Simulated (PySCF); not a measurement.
Computed shifts of a molecule C₂H₄ClFSi, PBE/pcSseg-1 run with PySCF, GIAO, gas phase, atoms alike by connectivity averaged where their shifts nearly agree, in ppm (number of nuclei): ¹³C: 148.2 (1), 140.5 (1). ²⁹Si: 4.1 (1). ¹⁹F: -194.9 (1). ¹H: 6.79 (2), 6.40 (1), 6.10 (1). References: ¹³C against TMS (σ = 182.0 ppm); ²⁹Si against TMS (σ = 335.4 ppm); ¹⁹F against CFCl3 (σ = 133.6 ppm); ³⁵Cl against HCl (σ = 936.5 ppm); ¹H against TMS (σ = 31.49 ppm), references at their B3LYP-D3(BJ)/def2-TZVP geometries, non-relativistic (without spin–orbit terms, shifts of atoms bonded to Cl or Br come out too high). The structure is a stationary point at B3LYP-D3(BJ)/def2-SVP. The values are those of a single conformer.

Problem. Identify the compound among the candidates.
A) F/C=C\[SiH2]Cl
B) C=C[Si@H](F)Cl
C) F/C=C(/[SiH3])Cl
D) F/C(Cl)=C\[SiH3]

Solution. B, C=C[Si@H](F)Cl
